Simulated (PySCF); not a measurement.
**NbH₂: calculation against measurement**

Isolated NbH₂, optimised in PySCF with density fitting and no spin–orbit coupling; def2 sets carry scalar-relativistic core potentials from Rb on. It is a quartet of C2v symmetry: B3LYP/def2-TZVP Nb–H 1.788 Å (×2), H–Nb–H 118.0°.

Formally Nb is in oxidation state +2, d3, with 3 unpaired electrons (the high-spin count). The Mulliken spin on Nb is 3.15. The polar-tensor charge on Nb, 0.66, is far below the formal one.

Measured fundamentals (Jacox, Vibrational and Electronic Energy Levels of Polyatomic Transient Molecules, as compiled in the NIST Chemistry WebBook) beside computed harmonic wavenumbers, in cm⁻¹:

```csv
mode as compiled,computed symmetry,measured,medium,B3LYP/def2-TZVP
a1 sym. stretch,–,1611,argon matrix,1721
a1 bend,–,519,argon matrix,623
b2 asym. stretch,–,1569,argon matrix,1813
```

Task: How close does the calculation come?

Result: Mean absolute differences: B3LYP/def2-TZVP 14.2 %. The mean ratio of measured to computed values at B3LYP/def2-TZVP is 0.878. Harmonic values should lie a little above fundamentals, most of all for X–H stretches; matrices shift bands further, usually down by up to a few per cent. Differences this large suggest that the computed state or structure is not the one observed, or that an assignment is in doubt.

The spin densities have lower symmetry than the nuclear frame, so modes carry no symmetry labels. Other spin states or occupations of the open shell can lie lower.
